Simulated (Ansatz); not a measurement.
**Energy differences in CoCl**

Program: Ansatz, Gaussian basis, development build. Basis cc-pwCVTZ-DK on Co, cc-pVTZ-DK on Cl, scalar X2C without spin–orbit coupling, 10 orbitals frozen in the corrections; active space CAS(16,10), shells under the valence barred from it. Restricted Hartree–Fock, then the lowest state-specific CASSCF solution met for each case. On stretched bonds single-reference methods can fail or change state. Unlike active orbitals can shift such differences by tenths of an eV, at times by over 1 eV.

Case A, singlet: bond length 2.0660 Å.

Case B, triplet: the shape of A.

Case C, triplet: bond length 2.3759 Å.

Energy less that of case A, in eV:

| case | RHF/ROHF | CASSCF |
| --- | --- | --- |
| B | -2.771 | -2.158 |
| C | -2.765 | -2.168 |

**Question.** What does SC-NEVPT2 give for these differences?

**Answer.** B: -1.877 eV (-43.3 kcal/mol); C: -1.434 eV (-33.1 kcal/mol).
